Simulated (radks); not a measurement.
Task: Species: I. Configuration: [Kr] 4d10 5s2 5p5. Method: scalar-relativistic Kohn-Sham, XLYP, spin-polarised, spherical densities, finite nucleus; open shells are filled with parallel spins first (spin-orbit coupling, left out, can overturn this in heavy ions); Fermi nuclear charge, rms radius 4.75 fm; computed with a radial shooting solver on a logarithmic mesh with Libxc functionals. Some entries of the table are withheld. Estimate them.

orbital,occ.,eigenvalue (eV),<r^2> (bohr^2)
1s up,1,-32990.05,0.001005
1s down,1,-32990.02,0.001005
2s up,1,-5097.030,0.01619
2s down,1,-5097.016,0.01619
2p up,3,-4575.217,0.01282
2p down,3,-4575.192,0.01282
3s up,1,-1028.394,0.1128
3s down,1,-1028.366,0.1128
3p up,3,-859.3026,0.1130
3p down,3,-859.2718,0.1130
3d up,5,-605.9258,0.09859
3d down,5,-605.8961,0.09858
4s up,1,-180.3511,0.6185
4s down,1,-180.2864,0.6185
4p up,3,(1),0.7151
4p down,3,(2),0.7148
4d up,5,-50.1258,0.9974
4d down,5,-50.0276,0.9941
5s up,1,-17.5575,4.363
5s down,1,-17.0043,4.368
5p up,3,(3),7.099
5p down,2,(4),7.297

Result: 
(1) 4p up eigenvalue (eV): -127.3491
(2) 4p down eigenvalue (eV): -127.2838
(3) 5p up eigenvalue (eV): -7.1859
(4) 5p down eigenvalue (eV): -6.6473
